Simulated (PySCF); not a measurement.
CH5Si, SMILES C[SiH2], multiplicity 2. Atoms are numbered in the order given.

```xyz
7

C     -1.2026     0.0293     0.0000
Si     0.6757    -0.1012     0.0000
H     -1.6283    -0.4495    -0.8849
H     -1.6283    -0.4495     0.8849
H     -1.5133     1.0797     0.0000
H      1.2628     0.5299    -1.2126
H      1.2628     0.5299     1.2126
```
Charge 0, spin multiplicity 2.

The structure is a stationary point at TPSSh-D3(BJ)/def2-TZVP. The isomer is the one that the SMILES or the coordinates give; other isomers of the formula were not compared.

Two levels are set side by side: PBE/pcH-1 (PySCF) and B3LYP/pcH-1 (PySCF). Contact hyperfine couplings, same geometry. Differences are taken from unrounded values.

```json
[
 {"quantity": "A(iso) of 13C, atom C1 (MHz)", "PBE": "11.2"},
 {"quantity": "A(iso) of 29Si, atom Si2 (MHz)", "PBE": "-435.3"},
 {"quantity": "A(iso) of 1H, atom H3 (MHz)", "PBE": "4.2"},
 {"quantity": "A(iso) of 1H, atom H4 (MHz)", "PBE": "4.2"},
 {"quantity": "A(iso) of 1H, atom H5 (MHz)", "PBE": "68.7"},
 {"quantity": "A(iso) of 1H, atom H6 (MHz)", "PBE": "28.6"},
 {"quantity": "A(iso) of 1H, atom H7 (MHz)", "PBE": "28.6"}
]
```

Task: These are the PBE values. What does B3LYP give? (The exact figures need the calculation; the answer reports its results.)

Result: 
```csv
quantity,B3LYP,PBE minus B3LYP
"A(iso) of 13C, atom C1 (MHz)",17.6,-6.4
"A(iso) of 29Si, atom Si2 (MHz)",-487.1,51.7
"A(iso) of 1H, atom H3 (MHz)",3.9,0.3
"A(iso) of 1H, atom H4 (MHz)",3.9,0.3
"A(iso) of 1H, atom H5 (MHz)",69.7,-1.0
"A(iso) of 1H, atom H6 (MHz)",43.5,-14.9
"A(iso) of 1H, atom H7 (MHz)",43.5,-14.9
```

Rough cost on one machine, each run with all the roots and properties that it gave: B3LYP against PBE within a factor of 2.
